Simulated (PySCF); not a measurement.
A geometry optimisation on [ReNF4]-, `[N]#[Re-]([F])([F])([F])[F]` [radical].

Method: PBE0-D3(BJ)/def2-SVP geometry optimisation, gas phase, def2 core potentials past Kr (PySCF 2.14.0). Start geometry: GFN2-xTB. A driver script takes a list of jobs; this job's settings line and coordinates (Å) are shown.

Input:
```
{"job": {"xc": "PBE0", "basis": "def2-SVP", "d3": "d3bj", "grid": 1, "maxiter": 40, "kind": "geom"}, "charge": -1, "multiplicity": 2}
Re    -0.000340     0.000220    -0.007110
N      0.003450    -0.006160     1.714510
F      1.856000     0.011150    -0.428170
F     -0.014530     1.858290    -0.420000
F     -1.857600    -0.008720    -0.424790
F      0.013010    -1.854780    -0.434440
```

Output:
```
step   0  E = -531.84747324  max force = 0.122778
step   1  E = -531.85129570  max force = 0.094448
step   2  E = -531.85571819  max force = 0.018115
step   3  E = -531.85559447  max force = 0.045477
step   4  E = -531.85794419  max force = 0.003530
step   5  E = -531.85798984  max force = 0.003082
step   6  E = -531.85689591  max force = 0.012734
step   7  E = -531.85784976  max force = 0.005306
step   8  E = -531.85802265  max force = 0.002702
step   9  E = -531.85806294  max force = 0.000643
step  10  E = -531.85806203  max force = 0.000382
optimisation converged
```

Energies in Eh; «max force» is the largest Cartesian gradient component in Eh/bohr.

Problem. How much energy does the optimisation release, in eV?

Solution. E(step 0) − E(last step) = 0.010589 Eh, which is 0.288 eV.

Main results: final energy -531.85806 Eh after 10 steps.

Problem. Where do the atoms end?

Solution. 0.040 Å rms from the input after alignment:
```
atom  x, y, z in Å
Re1    0.0004    0.0001    0.0787
N2     0.0016   -0.0098    1.7187
F3     1.8481    0.0063   -0.4523
F4    -0.0037    1.8510   -0.4412
F5    -1.8490   -0.0014   -0.4464
F6     0.0026   -1.8462   -0.4574
```

Problem. How long does this job take on x86-64 server, one thread, on a shared host?

Solution. About 84 s.
Labels such as C1 count atoms from 1, the log's own numbers from 0.

For an open-shell metal species like this, the optimisation's SCF solution wasn't tested for stability and no frequencies at its level were run, so a lower state or another shape may exist.
